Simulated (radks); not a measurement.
Results of a calculation; reference values are marked as such.
Question: Ti, configuration [Ar] 3d2 4s1.75 5s0.25 (fractional occupations, a model configuration). Code: a radial shooting solver on a logarithmic mesh with Libxc functionals. Model: scalar-relativistic Kohn-Sham, exchange-only PBE, spin-polarised, spherical densities, finite nucleus; open shells are filled with parallel spins first; Fermi nuclear charge, rms radius 3.5921 fm. Some entries of the table are withheld. Estimate them.

orbital,occ.,eigenvalue (eV),<1/r> (bohr^-1)
1s down,1,-4869.620,21.80
1s up,1,-4869.616,21.80
2s up,1,-536.9659,4.544
2s down,1,-536.3947,4.548
2p up,3,-444.3336,4.448
2p down,3,-443.8920,4.452
3s up,1,-63.3593,1.396
3s down,1,-61.3692,1.396
3p up,3,-39.6442,1.262
3p down,3,-37.6591,1.262
3d up,2,-5.1191,0.8700
4s up,1,(1),0.3818
4s down,0.75,(2),0.3587
3d down,0,-3.2956,0.8431
5s up,0.25,-0.6169,(3)

Answer: 
(1) 4s up eigenvalue (eV): -5.0238
(2) 4s down eigenvalue (eV): -4.0424
(3) 5s up <1/r> (bohr^-1): 0.1077
